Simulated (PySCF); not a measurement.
Task: What does the PBE0-D3(BJ)/def2-SVP structure of `C#CC[SiH]1CC1` look like in three dimensions?

Result: 
```
atom  x, y, z in Å
C1     3.2213    0.8129    0.4057
C2     2.2861    0.0439    0.3555
C3     1.1350   -0.8383    0.3222
Si4   -0.4270    0.0065    0.9730
C5    -2.0760   -0.5537    0.3297
C6    -1.5903    0.8035   -0.2291
H7     4.0566    1.4865    0.4487
H8     0.9223   -1.1700   -0.7086
H9     1.3283   -1.7491    0.9147
H10   -0.3114    0.5399    2.3525
H11   -2.9530   -0.5281    0.9862
H12   -2.1210   -1.3856   -0.3828
H13   -1.3241    0.8284   -1.2921
H14   -2.1578    1.6901    0.0746
```

Orientation and origin are arbitrary. Atoms count from 1 in this order. The 3-membered ring Si4–C5–C6 has internal angles of 49.3° to 65.5°. Si4 (SiH silicon) has angles from 49.3° to 120.0°. The 3 C–C bonds span 1.212 Å (C1≡C2, drawn triple) to 1.546 Å (C5–C6, drawn single), a spread of 0.334 Å. The 3 C–Si bonds span 1.853 Å (Si4–C6, drawn single) to 1.891 Å (C3–Si4, drawn single), a spread of 0.038 Å.

Bonds between heavy atoms (Å): C1≡C2 1.212, C2–C3 1.451, C3–Si4 1.891, Si4–C5 1.857, C5–C6 1.546, Si4–C6 1.853.

Computed with PySCF 2.14.0, PBE0-D3(BJ)/def2-SVP geometry optimisation, gas phase.

Point group: C1 (no symmetry element, even within 0.4 Å). No frequency check. One conformer, not necessarily the lowest (C2–C3–Si4–C5 152°).

On an Arm Neoverse V1 with one thread, on a shared host, this took 39 s wall and 0.53 GiB of memory at its peak. This is the geometry optimisation.
